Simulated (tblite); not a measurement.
Species: C6H13N3Si.
SMILES with atom numbers: `[CH3:1][N:2]1[CH2:3][CH2:4][Si@@:5]1([NH2:6])[CH2:7][CH2:8][C:9]#[N:10]` (hydrogens: H11, H12, H13 on C1; H14, H15 on C3; H16, H17 on C4; H18, H19 on N6; H20, H21 on C7; H22, H23 on C8)

Structure optimised with GFN2-xTB, isolated species.

Q: What internal coordinates does the optimisation give?

A: 
| bond | length (Å) |
| --- | --- |
| C1–N2 | 1.434 |
| N2–C3 | 1.453 |
| C3–C4 | 1.532 |
| C4–Si5 | 1.910 |
| Si5–N6 | 1.721 |
| Si5–C7 | 1.903 |
| C7–C8 | 1.530 |
| C8–C9 | 1.439 |
| C9≡N10 | 1.144 |
| N2–Si5 | 1.728 |
| C1–H11, C1–H13 | 1.092 |
| C1–H12 | 1.097 |
| C3–H14 | 1.096 |
| C3–H15 | 1.095 |
| C4–H16 | 1.084 |
| C4–H17 | 1.084 |
| N6–H18, N6–H19 | 1.005 |
| C7–H20 | 1.090 |
| C7–H21 | 1.088 |
| C8–H22 | 1.093 |
| C8–H23 | 1.093 |

Bonds in one row agree within 0.01 Å and their mean is given. A selection of angles:
| angle | degrees |
| --- | --- |
| C1–N2–C3 | 121.1 |
| C1–N2–Si5 | 140.0 |
| C3–N2–Si5 | 98.2 |
| N2–C3–C4 | 97.3 |
| C3–C4–Si5 | 88.2 |
| C4–Si5–N6 | 113.9 |
| C4–Si5–C7 | 123.7 |
| N6–Si5–C7 | 104.8 |
| N2–Si5–C4 | 75.9 |
| N2–Si5–N6 | 125.0 |
| N2–Si5–C7 | 113.0 |
| Si5–C7–C8 | 112.1 |
| C7–C8–C9 | 110.8 |
| C8–C9–N10 | 178.5 |
| H18–N6–Si5 | 121.8 |
| H19–N6–Si5 | 122.1 |

Torsions: C1–N2–C3–C4 -178° (antiperiplanar); N2–C3–C4–Si5 5° (synperiplanar); C3–C4–Si5–N6 118° (anticlinal); C4–Si5–C7–C8 46° (synclinal); Si5–C7–C8–C9 176° (antiperiplanar); C1–N2–Si5–C4 174° (antiperiplanar).

The 3 C–C bonds span 1.439 Å (C8–C9, drawn single) to 1.532 Å (C3–C4, drawn single), a spread of 0.093 Å. N6 (silicon-bound nitrogen) has angles 122.1°, 121.8° and 111.5°, sum 355.4°, 0.15 Å off the plane of its three neighbours. The C–N distances run from 1.144 Å (C9≡N10, drawn triple) to 1.453 Å (N2–C3, drawn single), a spread of 0.309 Å. The 4-membered ring N2–C3–C4–Si5 has internal angles of 75.9° to 98.2°; it is slightly puckered (a soft mode that the optimisation may not have finished), 0.03 Å rms from its mean plane, widest ring torsion 5°. Si5 (four-coordinate silicon) has angles from 75.9° to 125.0°. Of the pairs four or more bonds apart, N2···H22 is among the closest relative to their van der Waals radii: 2.88 Å, 105 % of the sum of Bondi's values. N2 (silicon-bound nitrogen) is planar (angles 140.0°, 121.1° and 98.2°, sum 359.3°, 0.07 Å off the plane of its three neighbours).

Point group: C1 (no symmetry element, even within 0.4 Å). Its GFN2-xTB frequencies are all real (lowest 38 cm⁻¹). The numbers are those of one conformer (C4–Si5–N6–H -42° and 164°, C4–Si5–C7–C8 46°, Si5–C7–C8–C9 176°).

Hardware: an Arm Neoverse N1 with one thread, no GPU, shared host with 64 logical CPUs at a one-minute load of 53. Cost: 2.4 s wall. That covers the optimisation of the geometry.

All values are computed, not measured.
